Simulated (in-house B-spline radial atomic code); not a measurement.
The numbers below are computed, except where a source is named.
**Weak and strong correlation along the adiabatic connection**

Two-electron singlets in several external potentials (atomic units), by full CI in B-splines with partial waves to l = 8 (correlation energies up to 0.6 % small). The repulsion is scaled by λ at fixed density; W(λ) is the mean repulsion less the Hartree energy, W(0) = E_x, and the area under W from 0 to 1 is E_xc.

Relative drop (W(λ) − E_x)/E_x:

| system | λ = 0.12 | λ = 0.25 | λ = 0.4 | λ = 0.6 | λ = 0.8 | λ = 1 |
| --- | --- | --- | --- | --- | --- | --- |
| −Z/r, Z = 1.1 | 0.0280 | 0.0544 | 0.0807 | 0.1102 | 0.1348 | 0.1556 |
| −V exp(−r²/w²), V = 5.04, w = 6.25 | 0.0228 | 0.0447 | 0.0671 | 0.0927 | 0.1145 | 0.1331 |
| −Z exp(−kr)/r, Z = 1.65, k = 0.203 | 0.0148 | 0.0297 | 0.0456 | 0.0648 | 0.0821 | 0.0978 |
| −Z/r, Z = 10 | 0.0018 | 0.0038 | 0.0061 | 0.0091 | 0.0120 | 0.0149 |
| ω²r²/2 − Z/r, ω = 1.01, Z = 2 | 0.0085 | 0.0172 | 0.0268 | 0.0390 | 0.0503 | 0.0609 |
| −Z/r, Z = 4, wall at 2.8 bohr | 0.0049 | 0.0101 | 0.0159 | 0.0234 | 0.0306 | 0.0375 |
| ω²r²/2 − Z/r, ω = 0.147, Z = 0.5 | 0.0301 | 0.0578 | 0.0849 | 0.1146 | 0.1389 | 0.1590 |

Order the systems by how far second-order (GL2) theory, half the initial slope (estimated from the first points of each curve), overshoots the correlation energy, least first.
A. −Z/r, Z = 1.1
B. −Z/r, Z = 10
C. ω²r²/2 − Z/r, ω = 0.147, Z = 0.5
D. ω²r²/2 − Z/r, ω = 1.01, Z = 2
E. −Z exp(−kr)/r, Z = 1.65, k = 0.203
F. −V exp(−r²/w²), V = 5.04, w = 6.25
G. −Z/r, Z = 4, wall at 2.8 bohr

B (GL2/E_c = 1.03), G (GL2/E_c = 1.07), D (GL2/E_c = 1.12), E (GL2/E_c = 1.20), F (GL2/E_c = 1.32), A (GL2/E_c = 1.38), C (GL2/E_c = 1.45).

What else changes along this order?

The ratio follows the bend of the curve. With it the leading natural occupation goes from 2.000 to 1.919 and −T_c/E_c from 0.98 to 0.70 between the first and the last.
